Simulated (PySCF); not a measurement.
C₁₀H₁₀Ru, singlet at its GFN2-xTB optimised geometry (Å):

```
21

Ru    -0.0201     0.0169     0.0000
C      1.0076     1.9858     0.0000
C      1.7450     1.0867    -0.8199
C      2.2008     0.0169     0.0000
C      1.7450     0.2548     1.3267
C      1.0076     1.4716     1.3267
H      0.6425     2.9594    -0.2999
H      2.0345     1.2623    -1.8479
H      2.8949    -0.7572    -0.3002
H      2.0347    -0.3083     2.2043
H      0.6426     1.9888     2.2045
C     -2.2196    -0.1242     0.2730
C     -1.6202    -1.3102     0.7815
C     -0.9670    -1.9699    -0.2967
C     -1.1628    -1.1917    -1.4716
C     -1.9369    -0.0510    -1.1196
H     -2.8949     0.5248     0.8151
H     -1.7634    -1.7139     1.7754
H     -0.5303    -2.9594    -0.2599
H     -0.8998    -1.4906    -2.4780
H     -2.3612     0.6628    -1.8136
```

Calculation: PBE0/def2-SVP, def2 effective core potentials past Kr (PySCF). The core electrons that the potentials of Ru replace are not part of the density. Cells within 0.4 Å of a nucleus heavier than hydrogen are left out (blank, or x).

Map of the deformation density (molecule minus spherical neutral atoms) (e/bohr³) on the plane z = 1.2 Å:

```
|111111111111111111111111111|
|111111111111111111111111111|
|111111111111111111111111111|
|111111111111111111111111111|
|111111111111111111111111111|
|111111111111100000111111111|
|111111111111100000011111111|
|111111111111000000011111111|
|111111111111000231001111111|
|111110111111100xx2000111111|
|1111000011111102x7200111111|
|111000010111111279300011111|
|11100021001111113xx10011111|
|11110110001111111xx10011111|
|111100000011121110000001111|
|111100000001111110000011111|
|111110003400111110000011111|
|111110017910011111111111111|
|111111013400011111111111111|
|111111000000011111111111111|
|111111100000011111111111111|
|111111111001111111111111111|
|111111111111111111111111111|
|111111111111111111111111111|
|111111111111111111111111111|
|111111111111111111111111111|
|111111111111111111111111111|
```
Scale: ten equal steps from -0.011 (start of '0') to 0.073 (end of '9'), in the order '0123456789'; x runs from -5.00 to 5.00, y from -5.00 (bottom) to 5.00 (top).
